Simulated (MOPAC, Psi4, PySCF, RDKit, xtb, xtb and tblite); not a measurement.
Two geometries of SMILES COC(=O)C[SiH2]O[SiH3] (C3H10O3Si2), singlet, relaxed at GFN2-xTB with one dihedral held; other torsions can differ between them too.

Structure A

```
18

C      2.4200     1.0664    -0.6268
O      1.8879    -0.0265     0.1041
C      0.8329    -0.6541    -0.4521
O      0.3546    -0.3184    -1.5047
C      0.3226    -1.7195     0.4477
Si    -0.2006    -0.8629     2.0777
O     -0.9553     0.5214     1.7427
Si    -1.4639     1.8418     0.9352
H      2.8203     0.7246    -1.5841
H      3.2120     1.4874    -0.0125
H      1.6424     1.8095    -0.8165
H      1.1168    -2.4300     0.6621
H     -0.4958    -2.2410    -0.0423
H      0.9773    -0.5267     2.8698
H     -1.1855    -1.6982     2.7605
H     -2.5948     2.3130     1.7294
H     -1.8391     1.4490    -0.4169
H     -0.3495     2.7912     0.9478
```

Structure B

```
18

C      2.4408     1.0778    -0.6237
O      1.9340    -0.0303     0.1029
C      0.8396    -0.6232    -0.4126
O      0.3149    -0.2499    -1.4322
C      0.3381    -1.6940     0.4786
Si    -0.6572    -0.7971     1.8527
O     -1.5428     0.3714     1.1927
Si    -2.1300     1.3315     0.0055
H      2.7481     0.7683    -1.6250
H      3.2944     1.4466    -0.0605
H      1.6766     1.8524    -0.7161
H      1.1650    -2.2429     0.9184
H     -0.2967    -2.3701    -0.0878
H      0.2618    -0.1495     2.7835
H     -1.5879    -1.7462     2.4567
H     -3.2525     1.9926     0.6694
H     -2.5452     0.4935    -1.1091
H     -1.0763     2.2830    -0.3377
```

Task: Which is lower in energy at the level Psi4 with B3LYP-D3(BJ)/def2-SVP // GFN2-xTB, and by how much?

Result: B is lower, by 0.94 kcal/mol (dihedral O2–C3–C5–Si6: 60° in A, 80° in B).

E(B) − E(A) in kcal/mol at the other levels, on the same two geometries: GFN2-xTB (xtb and tblite) -0.49; MMFF94 // GFN2-xTB (RDKit) -1.48; B3LYP/def2-SVP // GFN2-xTB (Psi4) -0.98; PBE/def2-SVP // GFN2-xTB (Psi4) -1.00; PBE-D3(BJ)/def2-SVP // GFN2-xTB (Psi4) -0.96; UFF // GFN2-xTB (RDKit) -4.89; PM3, restricted, heats of formation // GFN2-xTB (MOPAC) -0.42; AM1, restricted, heats of formation // GFN2-xTB (MOPAC) 1.47; GFN1-xTB // GFN2-xTB (xtb) -0.87; restricted B3LYP/6-31G*, spherical d, density fitting // GFN2-xTB (PySCF) -1.13; restricted B3LYP/LANL2DZ, with its core potentials past Ne // GFN2-xTB (PySCF) -0.51; restricted B3LYP/3-21G, density fitting // GFN2-xTB (PySCF) -1.53; restricted Hartree-Fock/3-21G, density fitting // GFN2-xTB (PySCF) -1.10.
